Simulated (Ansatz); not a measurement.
Species: 3-methyl-2,5-dihydro-1H-silole, C5H10Si, net charge 0, singlet state. SMILES: CC1=CC[SiH2]C1
Structure (B3LYP-D3(BJ)/def2-TZVP (Ansatz, a quantum-chemistry and plane-wave program) minimum search):
```xyz
16

C      2.5183    -0.3663     0.0372
C      1.0263    -0.2365     0.0530
C      0.2006    -1.1896     0.4960
C     -1.2946    -0.9763     0.4773
Si    -1.4446     0.7638    -0.2592
C      0.4155     1.0531    -0.4639
H      2.9068    -0.2576    -0.9801
H      2.9833     0.4242     0.6342
H      2.8453    -1.3300     0.4288
H      0.5972    -2.1273     0.8745
H     -1.8008    -1.7363    -0.1251
H     -1.7226    -1.0492     1.4814
H     -2.0889     1.7362     0.6580
H     -2.1837     0.7939    -1.5456
H      0.7808     1.9124     0.1071
H      0.7098     1.2340    -1.5023
```
Charge 0, spin multiplicity 1.

Wanted: vertical triplet-singlet gap (E(triplet) - E(singlet); each state is the SCF solution reached for its spin), in kcal/mol. Correlated levels leave the core frozen unless marked. Open shells are spin-unrestricted. No spin-orbit coupling. No relativistic terms. 

```csv
level,program,vertical triplet-singlet gap (kcal/mol)
HF/aug-cc-pV(T+d)Z,Ansatz,81.7
PBE/def2-TZVPD,Ansatz,99.6
PBE0/def2-TZVPD,Ansatz,97.4
wB97M-V/def2-TZVPD,Ansatz,104.3
MP2/aug-cc-pV(D+d)Z,Ansatz,110.9
SCS-MP2/aug-cc-pV(D+d)Z,Ansatz,111.2
```
